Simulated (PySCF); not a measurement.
CHO, charge +1, multiplicity 1. Atoms are numbered in the order given.

```xyz
3

H      0.0000     0.0000    -1.3885
O      0.0000     0.0000    -0.3945
C      0.0000     0.0000     0.7575
```
Charge +1, spin multiplicity 1.

Geometry: PBE0-D3(BJ)/def2-TZVPD.

Computed with M06-2X/def2-TZVPD (PySCF).

Computed frontier levels, gap, dipole moment and polarisability:
| Item | Value |
|---|---|
| highest occupied level | -20.83 eV |
| lowest empty level | -8.42 eV |
| orbital gap | 12.41 eV |
| dipole moment about the centre of nuclear charge | 2.54 D |
| mean static polarisability | 11.0 bohr³ (1.63 Å³) |
| polarisability, principal values | 9.4, 9.4, 14.3 bohr³ |
